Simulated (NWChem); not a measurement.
Molecule: CH6FNSi; SMILES N[SiH2]CF

```xyz
10

N      0.3221    -2.0661     0.0000
Si    -0.4671    -0.5226     0.0000
C      0.6769     1.0102     0.0000
F     -0.1489     2.1482     0.0000
H      0.7613    -2.4301    -0.8358
H      0.7613    -2.4301     0.8358
H     -1.3056    -0.4342     1.2233
H     -1.3056    -0.4342    -1.2233
H      1.3263     1.0566    -0.8855
H      1.3263     1.0566     0.8855
```
Atoms are numbered in this order, from 1.

Computed with NWChem. Medium grid unless said otherwise, to which SCAN and Minnesota functionals are sensitive. All runs use the structure optimised with B3LYP/6-31G* (spherical d). B3LYP is NWChem's, with the RPA form of VWN correlation. Total energies of different functionals are on different scales.

```
level                                  energy (Ha)  highest occupied level (eV)  orbital gap (eV)  dipole (D)
-------------------------------------  -----------  ---------------------------  ----------------  ----------
PBE/def2-TZVP                            -485.5365                        -5.97              5.26        2.89
B3LYP/def2-TZVP                          -485.9390                        -7.18              7.06        2.99
LDA (Slater exchange, VWN5)/def2-TZVP    -483.2749                        -6.11              5.19        2.97
BLYP/def2-TZVP                           -485.8551                        -5.87              5.23        2.91
M06-2X/def2-TZVP                         -485.8072                        -8.79              9.65        2.97
PBE0/def2-TZVP                           -485.5765                        -7.40              7.57        2.98
```
